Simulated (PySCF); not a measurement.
A side-by-side comparison of computed properties.

First species: C5H9NOSi.
SMILES: `C#C[Si@@](C)(N)OC=C`

Second species: C5H9NOSi.
Atom-mapped SMILES: `[CH3:1][C:2](/[CH:3]=[N:4]\[SiH3:5])=[CH:6]\[CH:7]=[O:8]` (hydrogens: H9, H10, H11 on C1; H12 on C3; H13, H14, H15 on Si5; H16 on C6; H17 on C7)

Structure used (GFN2-xTB), in Å, numbered top down from 1:
```xyz
17
C5H9NOSi angstrom
C     -1.020    1.670   -0.955
C     -0.455    0.355   -0.528
C      0.738   -0.068   -1.286
N      1.758   -0.654   -0.860
Si     2.405   -1.196    0.637
C     -0.939   -0.448    0.435
C     -2.095   -0.199    1.284
O     -2.454   -0.940    2.167
H     -1.974    1.888   -0.487
H     -1.147    1.683   -2.037
H     -0.317    2.463   -0.699
H      0.712    0.193   -2.349
H      3.771   -0.682    0.570
H      1.764   -0.750    1.879
H      2.333   -2.650    0.515
H     -0.442   -1.392    0.620
H     -2.647    0.738    1.083
```

Levels: B3LYP/def2-SVPD for dipole moment, HOMO energy, LUMO energy, HOMO–LUMO gap, static isotropic polarisability and electronic spatial extent ⟨r²⟩ about the centre of nuclear charge; TDDFT B3LYP/def2-SVPD for lowest singlet excitation; TDA B3LYP/def2-SVPD for lowest triplet excitation (Tamm–Dancoff); GFN2-xTB for rotational constant A and rotational constant C. Geometries: GFN2-xTB. All species are isolated and taken at one optimised geometry, non-relativistic unless stated; the electronic structure was computed with PySCF and density fitting.

The conformers computed, where there is a choice (atom-mapped SMILES and torsion angles):
- `[CH:1]#[C:2][Si@@:3]([CH3:4])([NH2:5])[O:6][CH:7]=[CH2:8]`: C2–Si3–O6–C7 64°, Si3–O6–C7–C8 -179°, H–N5–Si3–C2 77°, H–N5–Si3–C2 -61°
- `[CH3:1][C:2](/[CH:3]=[N:4]\[SiH3:5])=[CH:6]\[CH:7]=[O:8]`: C1–C2–C3–N4 142°, C2–C6–C7–O8 -177°

**Question.** Which of the two has the higher rotational constant C, and by how much?

**Answer.** The first: 0.997 GHz against 0.749 GHz, a difference of 0.248 GHz.

**Question.** Which has the higher dipole moment?

**Answer.** The second: 3.62 D against 1.59 D, a difference of 2.03 D.

**Question.** Which has the higher T1 energy?

**Answer.** The first: 4.34 eV against 2.54 eV, a difference of 1.80 eV.

**Question.** Which of the two has the higher HOMO–LUMO gap, and by how much?

**Answer.** The first: 6.26 eV against 4.14 eV, a difference of 2.12 eV.

**Question.** Which has the higher rotational constant A?

**Answer.** The second: 2.197 GHz against 2.019 GHz, a difference of 0.178 GHz.

**Question.** Which of the two has the higher HOMO energy, and by how much?

**Answer.** The first: -6.57 eV against -6.97 eV, a difference of 0.40 eV.

**Question.** Which has the higher ⟨r²⟩?

**Answer.** The second: 1509 bohr² against 1334 bohr², a difference of 175 bohr².

**Question.** Which has the higher S1 energy?

**Answer.** The first: 5.50 eV against 2.95 eV, a difference of 2.55 eV.

On the first: In wavenumbers S1 is 44400 cm⁻¹ (1 eV = 8065.54 cm⁻¹). No computed singlet falls in the visible range (750 to 380 nm, 1.65 to 3.26 eV); S1 lies 2.24 eV above its blue end.

On the second: The polarisability is 15.22 Å³ as a volume (1 au = 0.148185 Å³), or 1.51 au for each of the 68 electrons. The principal polarisabilities are 71.2, 113.6 and 123.3 au; their mean is the isotropic value. GFN2-xTB frequencies show an imaginary mode (25i cm⁻¹), so this geometry is no minimum at that level.
